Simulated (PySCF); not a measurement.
Si(OSiH3)(H)(NHSiH3)(Cl) (ClH₈NOSi₃), SMILES [SiH3]N[SiH](Cl)O[SiH3]. The structure is a stationary point at B3LYP-D3(BJ)/def2-SVP. One conformer was computed; it need not be the lowest.

Computed equilibrium geometry at B3LYP-D3(BJ)/def2-SVP (PySCF confirms it by a frequency run) as Cartesian coordinates in Å (one conformer of several):
```xyz
14

Si     0.0918    -1.0170     0.2712
Cl     0.8818    -0.3604     2.0905
N     -1.6018    -0.7734     0.1662
Si    -2.3858     0.4816    -0.7811
O      0.7445    -0.0831    -0.9191
Si     1.8275     1.1689    -1.1589
H      0.4855    -2.4353     0.1421
H     -2.2083    -1.3603     0.7333
H     -3.8189     0.4918    -0.3716
H     -2.3027     0.2235    -2.2466
H     -1.7826     1.8173    -0.5119
H      1.3892     2.3787    -0.4110
H      3.1865     0.7639    -0.7042
H      1.8492     1.4563    -2.6168
```
